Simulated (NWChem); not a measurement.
Molecule: TiBrF$_{3}$; SMILES [F][Ti]([F])([Br])[F]

This build's default masses of Se (78.918 u) and Br (79.917 u) are each other's, which moves their modes by up to 0.6 %.

Question: Give the equilibrium geometry at PBE0/def2-SVP (NWChem) as an XYZ file, with the point group.

Answer: point group C3v; any orientation.
```
5

Ti     0.0000     0.0000    -0.7298
F      1.2777    -0.9906    -1.3180
F      0.2190     1.6018    -1.3180
F     -1.4967    -0.6112    -1.3180
Br     0.0000     0.0000     1.6014
```
